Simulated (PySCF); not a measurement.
Species: C6H10O2SSi.
Cartesian coordinates in Å at the GFN2-xTB level; atoms count from 1:
```xyz
20
C6H10O2SSi angstrom
C      4.134    0.252   -0.425
S      2.482    0.863    0.036
C      1.532   -0.524   -0.442
C      0.207   -0.525   -0.562
C     -0.657    0.669   -0.282
O     -1.682    0.875   -1.223
C     -2.773   -0.032   -1.086
Si    -3.052   -0.227    0.797
C     -1.257    0.401    1.102
O     -0.654    0.532    2.135
H      4.169    0.070   -1.495
H      4.840    1.031   -0.158
H      4.355   -0.654    0.130
H      2.115   -1.413   -0.629
H     -0.305   -1.433   -0.843
H     -0.043    1.576   -0.274
H     -2.548   -0.978   -1.597
H     -3.601    0.433   -1.622
H     -3.236   -1.614    1.217
H     -4.031    0.708    1.334
```

NICS is the negative of the GIAO shielding at a point without a nucleus: at the ring centre (0) and 1 Å above and below it (1); zz is the component along the ring normal. Level: GIAO PBE0/pcSseg-1 (PySCF, non-relativistic, gas phase) on the GFN2-xTB geometry, one conformer.

Ring bond lengths (Å), with Mayer bond orders in brackets: C5–O6 1.406 (0.92), O6–C7 1.426 (0.88), C7–Si8 1.913 (0.91), Si8–C9 1.926 (0.83), C9–C5 1.532 (0.88).

Question: What do the NICS probes read (ppm)?

Answer: 
| ring | type | NICS(0) | NICS(1), two faces | NICS(1)zz, two faces | rms pucker (Å) | centre to ring atoms, mean (Å) |
| --- | --- | --- | --- | --- | --- | --- |
| C5–O6–C7–Si8–C9 | 5-membered ring with O and Si; formal bonds all single | 1.0 | -1.4 / -1.3 | -3.8 / -2.8 | 0.15 | 1.37 |

Question: What do they say, and how far can they be read as aromaticity?

Answer: 
- C5–O6–C7–Si8–C9: mean NICS(1)zz -3.3 ppm, shielded. C5, C7, Si8 have four or more neighbours; no verdict on aromaticity is drawn.

Question: What field does 11.7 T along the ring normal induce along that normal at the first NICS(1) probe listed for ring C5–O6–C7–Si8–C9, 1 Å off the ring?

Answer: NICSzz × B0 = -3.8 ppm × 11.7 T = -44 μT, against the applied field.

Question: What are the shieldings of the ring atoms and their hydrogens in the same run (means over atoms taken as equivalent)?

Answer: 
| atoms | environment | σ isotropic (ppm) | principal values of the symmetric part, first atom (ppm) |
| --- | --- | --- | --- |
| C5 | sp3 carbon bound to oxygen | 97.1 | 87.5, 95.4, 108.3 |
| O6 | cyclic ether oxygen | 299.6 | 222.5, 313.1, 363.3 |
| C7 | sp3 carbon bound to oxygen | 130.1 | 86.8, 112.5, 190.9 |
| Si8 | SiH2 silicon | 437.6 | 383.1, 441.9, 487.9 |
| C9 | carbonyl carbon | -63.7 | -145.0, -101.8, 55.8 |
| H16 | methine hydrogen | 27.23 | 21.8, 26.6, 33.2 |
| H17 | methylene hydrogen | 27.36 | 22.8, 26.0, 33.2 |
| H18 | methylene hydrogen | 27.16 | 23.1, 25.7, 32.7 |
| H19 | Si–H hydrogen | 27.83 | 24.5, 25.8, 33.2 |
| H20 | Si–H hydrogen | 27.83 | 24.6, 25.1, 33.8 |
